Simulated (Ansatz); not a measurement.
Reaction (redistribution): `[OH][Ga]([F])[Cl]` + `O=COC[SiH3]` → `[OH][GaH][Cl]` + `O=COC(F)[SiH3]`

Gas-phase electronic energies from Ansatz, PBE0-D4/def2-TZVP geometries. CCSD(T)/CBS adds triple-zeta CCSD(T) − MP2 to the extrapolated MP2 energy (def2 sets, frozen cores). Functionals use def2-TZVPP. For Ga outer-core shells are correlated without core-valence functions, which leaves a few kJ/mol of doubt a bond. Scalar relativity is left out up to krypton. Each species was taken in one conformer, which may not be the lowest.

| level | ΔE (kcal/mol) | difference from CCSD(T)/CBS |
| --- | --- | --- |
| PBE-D4 | 31.4 | -2.7 |
| r2SCAN-D4 | 33.1 | -1.0 |
| r2SCAN | 33.1 | -1.0 |
| PBE0 | 32.2 | -1.9 |
| SCS-MP2/def2-TZVPP | 36.3 | 2.2 |
| CCSD(T)/def2-TZVPP | 34.7 | 0.6 |
| HF/def2-QZVPP | 34.2 | 0.1 |
| MP2/def2-QZVPP | 37.0 | 2.9 |
| MP2/CBS(def2) | 36.6 | 2.5 |
| CCSD/CBS(def2) | 34.1 | 0.0 |
| CCSD(T)/CBS | 34.1 | 0 |

Largest T1 diagnostic among the species: 0.015.

In def2-TZVPP, CCSD(T) changes the Hartree–Fock value by +1.0 kcal/mol (the triples alone add −0.0 kcal/mol) and MP2 by +3.5 kcal/mol. From PBE to PBE0 (25 % exact exchange), in def2-TZVPP and without D4, ΔE moves by +0.9 kcal/mol.
